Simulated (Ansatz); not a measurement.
Consider the homolysis of the N–Si bond: `N[Si@H](O)N[Si@@H](N)F` → `[NH][SiH](N)F`• + `N[SiH]O`•.

Program: Ansatz. Geometries: PBE0-D4/def2-TZVP. ΔE: electronic, gas phase. CCSD(T)/CBS is the MP2 limit (def2-TZVPP, def2-QZVPP) plus CCSD(T) − MP2 in def2-TZVPP, frozen cores. This one scheme is used for every species. DFT in def2-TZVPP. B3LYP here is the variant with VWN-RPA as its local correlation; programs differ in this. Open shells (•) are unrestricted, without spin–orbit coupling. Each species was taken in one conformer, which may not be the lowest.

CCSD(T)/CBS gives +544.0 kJ/mol.

(1) Another level gave +507.8 kJ/mol. Which?
A. HF/def2-TZVPP
B. CCSD(T)/def2-TZVPP
C. PBE-D4/def2-TZVPP
D. B3LYP-D4/def2-TZVPP

Largest T1 diagnostic among the species: 0.014.

Results:

(1) C. PBE-D4 507.8, CCSD(T)/def2-TZVPP 533.1, B3LYP-D4 513.0, HF/def2-TZVPP 405.1 kJ/mol.

In def2-TZVPP, CCSD(T) changes the Hartree–Fock value by +128.1 kJ/mol (the triples alone add +10.6 kJ/mol) and MP2 by +155.2 kJ/mol; breaking electron pairs costs correlation energy, which Hartree–Fock lacks. From PBE to PBE0 (25 % exact exchange), in def2-TZVPP and without D4, ΔE moves by +12.8 kJ/mol.
